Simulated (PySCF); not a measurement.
## Two-photon absorption: `O=C(O)c1ccc(F)cc1`, C$_{7}$H$_{5}$FO$_{2}$

Geometry (Å), atoms numbered from 1 in this order:
```xyz
15

O     2.537   -1.518    0.172
C     2.055   -0.423    0.026
O     2.797    0.693    0.013
C     0.606   -0.159   -0.154
C    -0.265   -1.254   -0.158
C    -1.631   -1.067   -0.324
C    -2.112    0.229   -0.485
F    -3.417    0.416   -0.644
C    -1.267    1.335   -0.484
C     0.098    1.135   -0.318
H     3.715    0.408    0.136
H     0.156   -2.253   -0.029
H    -2.332   -1.903   -0.331
H    -1.692    2.331   -0.614
H     0.782    1.985   -0.313
```

Computed, not measured: TDDFT CAM-B3LYP/aug-cc-pVDZ excited states, vertical, gas phase in PySCF 2.14.0. Geometry: PBE0-D3(BJ)/def2-SVP.

(1) How strongly do the lowest singlets absorb one photon, and two photons of half the energy?

Answers

(1) δ for parallel linear polarisation; σ at the peak of a Lorentzian of half width 0.1 eV, single beam; Ω is circular over linear.
| state | E (eV) | f | photon λ (nm) | δ (au) | σ (GM) | Ω | main |
| --- | --- | --- | --- | --- | --- | --- | --- |
| S1 | 5.21 | 0.001 | 476 | 7.82 | 0.08 | 1.50 | HOMO−1→LUMO 0.55, HOMO→LUMO+1 0.42 |
| S2 | 5.29 | 0.000 | 469 | 0.1 | 0.00 | 1.49 | HOMO−2→LUMO 0.86 |
| S3 | 5.55 | 0.222 | 447 | 216 | 2.44 | 0.81 | HOMO→LUMO 0.88, HOMO−1→LUMO+1 0.10 |
| S4 | 6.52 | 0.297 | 380 | 3.27 | 0.05 | 1.47 | HOMO→LUMO+1 0.52, HOMO−1→LUMO 0.43 |
| S5 | 6.76 | 0.001 | 367 | 3.07 | 0.05 | 1.50 | HOMO→LUMO+2 0.74, HOMO→LUMO+3 0.16 |
| S6 | 6.80 | 0.615 | 365 | 74 | 1.25 | 0.76 | HOMO−1→LUMO+1 0.82 |

Among these, the strongest one-photon state is S6, the strongest two-photon state S3, with a dipole change of 2.5 D (relaxed, norm of the difference vector).
